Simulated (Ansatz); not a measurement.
Relaxation of a periodic cell of 13 atoms, LiSc12 (host Sc, host structure hcp, interstitial Li), to a largest force component of 0.03 eV/Å in at most 60 steps.

These are results of DFT PBE, scalar-relativistic, plane waves, PAW in Ansatz 0.2.0, not measurements. Settings: cutoff 420 eV, k mesh 4x3x4, fermi-dirac smearing 0.05 eV, no spin polarisation.

```xyz
13
Lattice="6.6200 0.0000 0.0000 -4.9650 8.5996 0.0000 0.0000 0.0000 5.2761" Properties=species:S:1:pos:R:3:forces:R:3
Sc 0.000 0.000 0.000 -0.04 -0.18 0.24
Sc 0.000 1.911 2.638 0.00 0.00 0.04
Sc -1.655 2.867 0.000 0.00 0.21 0.12
Sc -1.655 4.778 2.638 -0.05 -1.66 0.89
Sc -3.310 5.733 0.000 -1.50 -0.84 -0.82
Sc -3.310 7.644 2.638 -1.29 0.76 0.77
Sc 3.310 0.000 0.000 -0.05 1.77 -0.85
Sc 3.310 1.911 2.638 -0.01 -0.16 -0.09
Sc 1.655 2.867 0.000 -0.01 -0.01 -0.04
Sc 1.655 4.778 2.638 -0.06 0.19 -0.22
Sc 0.000 5.733 0.000 1.66 -0.98 -0.97
Sc 0.000 7.644 2.638 1.42 0.87 0.91
Li -1.601 6.668 6.552 -0.07 0.03 0.01
```

**Question.** Where does it end, and by what steps?

**Answer.** It converged. The force dipped under the threshold on the way, but the program's further checks kept it going. Limits of this set-up: coarse k mesh. After 13 steps the energy has fallen by 1.507 eV; Li13 moved furthest, 1.00 Å.

| step | energy less start (eV) | largest force component (eV/Å) | accepted |
| --- | --- | --- | --- |
| 0 | 0.0000 | 1.770 | yes |
| 1 | -1.2484 | 0.465 | yes |
| 2 | -1.4128 | 0.221 | yes |
| 3 | -1.4325 | 0.072 | yes |
| 4 | -1.4538 | 0.101 | yes |
| 5 | -1.4738 | 0.091 | yes |
| 6 | -1.4973 | 0.066 | yes |
| 7 | -1.5058 | 0.013 | yes |
| 8 | -1.5058 | 0.013 | yes |
| 9 | -1.5016 | 0.111 | no |
| 10 | -1.5069 | 0.018 | yes |
| 11 | -1.5069 | 0.032 | yes |
| 12 | -1.5073 | 0.012 | yes |
| 13 | -1.5073 | 0.012 | yes |

```xyz
13
Lattice="6.6200 0.0000 0.0000 -4.9650 8.5996 0.0000 0.0000 0.0000 5.2761" Properties=species:S:1:pos:R:3
Sc 0.030 -0.112 0.131
Sc -0.041 1.858 2.742
Sc -1.627 2.972 0.099
Sc -1.633 4.781 2.718
Sc -3.554 5.457 0.033
Sc -3.300 7.663 2.769
Sc 3.391 0.459 0.070
Sc 3.325 2.014 2.719
Sc 1.600 2.810 0.073
Sc 1.630 4.718 2.677
Sc 0.232 5.499 0.031
Sc 0.028 7.632 2.757
Li -1.681 6.782 5.561
```

The run took 3.3 min on 4 threads of Arm Neoverse V1, with other jobs on the host, peak memory 1.1 GiB.
